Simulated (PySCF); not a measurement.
Level of theory: PySCF with PBE-D3(BJ)/def2-TZVP // M06-2X/def2-TZVP. Isolated molecules, 0 K electronic values unless said otherwise. One relaxed conformer stands for a flexible species; it need not be the lowest. Excitations are Tamm–Dancoff values on a coarser integration grid. The basis has no diffuse functions, so Rydberg states are missing or too high.

Reference species (SMILES): `[CH3][Ga]([CH3])[CH3]` (neutral, multiplicity 1).

```
Quantity                   Value
----------------------  --------
S1 excitation (TDA)      4.94 eV
LUMO                    -1.37 eV
S1–T1 gap (TDA)          0.29 eV
S1 oscillator strength     0.000
```

Changed species: `[OH][Ga]([CH3])[OH]` (O–Ga–O–H torsion 180°, O–Ga–O–H torsion 0°) (2 of 3 CH3 replaced by OH; the reference has 0 of 3 CH3 replaced by OH).

### Question
What does the change do to the S1 excitation (TDA), LUMO, S1–T1 gap (TDA) and S1 oscillator strength?

### Answer
the S1 excitation (TDA) goes up by 0.83 eV, to 5.77 eV; the LUMO rises by 0.29 eV, to -1.08 eV; the S1–T1 gap (TDA) is nearly the same; the S1 oscillator strength hardly moves.
